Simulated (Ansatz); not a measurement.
Geometry optimisation, Ansatz, RKS revPBE-D4/6-31G*.

The input (input.yaml):

```yaml
crystal:
  periodic: [false, false, false]
  atoms:
    - { symbol: B, position_ang: [0.0, 0.0, 0.0] }
    - { symbol: H, position_ang: [0.0, 0.0, 1.54] }
    - { symbol: Cl, position_ang: [1.6108, 0.0, -0.93] }
    - { symbol: O, position_ang: [-1.2211, 0.0, -0.705] }
    - { symbol: H, position_ang: [-1.7308, -0.8467, -0.4965] }
    - { symbol: P, position_ang: [0.4713, 2.0436, 0.6969] }
    - { symbol: H, position_ang: [1.5351, 1.9906, 1.636] }
    - { symbol: H, position_ang: [0.8576, 2.8446, -0.4102] }
    - { symbol: H, position_ang: [0.1964, 0.8517, 1.6712] }
basis:
  gaussian: { orbitals: "6-31G*" }
hamiltonian:
  xc: revpbe
  dispersion: d4
relax:
  f_tol: 0.15
  max_steps: 25
  restrain:
    - { distance: [0, 5], at: 1.91, k: 30.0 }
    - { distance: [8, 1], at: 0.66, k: 30.0 }
    - { distance: [0, 1], at: 2.39, k: 30.0 }
    - { distance: [8, 5], at: 2.62, k: 30.0 }
```

Run as:

```bash
$ ansatz run input.yaml --threads 1 --pin off --max-ram 2048MiB --backend cpu --events-out ev --progress --plain --runs-dir out
```

Problem. Where does it end, and by what steps?

Solution. The run converged. The restraints hold the end off the free minimum. After 13 steps the energy has fallen by 4.776 eV (the restraints' own energy left out); H7 moved furthest, 1.00 Å. Parted: P6–H9 (1.56 → 2.63 Å).

```csv
step,energy less start (eV),largest force component (eV/Å),accepted
0,0.0000,4.289,yes
1,-1.1347,4.618,yes
2,-1.9437,4.879,yes
3,-3.1326,3.849,yes
4,-4.2292,1.057,yes
5,-4.5255,1.278,yes
6,-4.5939,1.672,yes
7,-4.6986,1.387,yes
8,-4.7175,1.344,yes
9,-4.7317,1.222,yes
10,-4.7651,0.940,yes
11,-4.7694,1.158,yes
12,-4.7752,1.227,yes
13,-4.7757,1.411,yes
```

```xyz
9
Properties=species:S:1:pos:R:3
B 0.117 0.544 -0.198
H 0.031 -0.326 2.040
Cl 1.369 -0.727 -0.407
O -1.137 0.323 -0.684
H -1.235 -0.576 -1.068
P 0.420 2.213 0.702
H 1.850 2.156 0.698
H 0.341 3.005 -0.496
H -0.037 0.273 2.416
```

Time of the run: 50 s on 1 thread of Arm Neoverse V1, on a shared host, peak memory 0.14 GiB.
